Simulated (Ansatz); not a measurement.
H5BN2, singlet, geometry from GFN2-xTB, with bond 8-6 at 1.8 times its length; CASSCF(4,5)/STO-3G run with Ansatz (a quantum-chemistry and plane-wave program).

Ansatz was given this input:
Ansatz 0.2 input:
```yaml
crystal:
  periodic: [false, false, false]
  atoms:
    - {symbol: B, position_ang: [-0.26479829, -0.27250486, -0.35740732]}
    - {symbol: H, position_ang: [-0.85980722, -0.88483067, -1.16051127]}
    - {symbol: N, position_ang: [-0.10521353, 1.11142917, -0.51059803]}
    - {symbol: H, position_ang: [-0.47695394, 1.62943800, -1.28449531]}
    - {symbol: H, position_ang: [0.39432189, 1.68597126, 0.14536885]}
    - {symbol: N, position_ang: [0.28527290, -0.92612943, 0.75363034]}
    - {symbol: H, position_ang: [0.80416719, -0.45260188, 1.47227294]}
    - {symbol: H, position_ang: [0.13510788, -2.70168757, 1.04081116]}
basis:
  gaussian:
    orbitals: STO-3G
hamiltonian:
  xc: hf
magnetization: {spin_polarized: false}
correlation: {active_space: {window: {electrons: 4, orbitals: 5}}}
```

### Question
What does Ansatz print? Leave out banner, timings and long lists.

### Answer

```
Functional definition: HF
271 factors; integrals over basis functions are off by at most 1.1e-4 eV
mean field evaluation 1: about -3661.0070 eV, gradient 2.1e1 eV
mean field evaluation 2: about -3661.0785 eV, gradient 2.1e1 eV
mean field evaluation 4: about -3662.8402 eV, gradient 2.0e0 eV
mean field evaluation 8: about -3662.8559 eV, gradient 1.2e-4 eV
mean field -3662.85590075 eV, -134.6074715795 hartree, gradient 2.3e-6 eV, S^2 0.000000; 0 other end points of the search recorded, 0 dependent functions left out
reference -3662.85590075 eV, -134.6074715795 hartree; 12, 12 occupied and 8, 8 virtual orbitals, 271 factors
state -3665.76719499 eV, -134.7144596698 hartree
2 active orbitals were swapped for others, from the solution at -3665.56975600 eV, -134.7072039207 hartree to that at -3665.76719499 eV, -134.7144596698 hartree; typed "places" are swapped only where nearly empty or full, and so, without "given_window_search", are "orbital_numbers", "shells" and a window whose orbitals a file names under [Active]
Total energy: -3665.76719499 eV, -134.7144596698 hartree
```
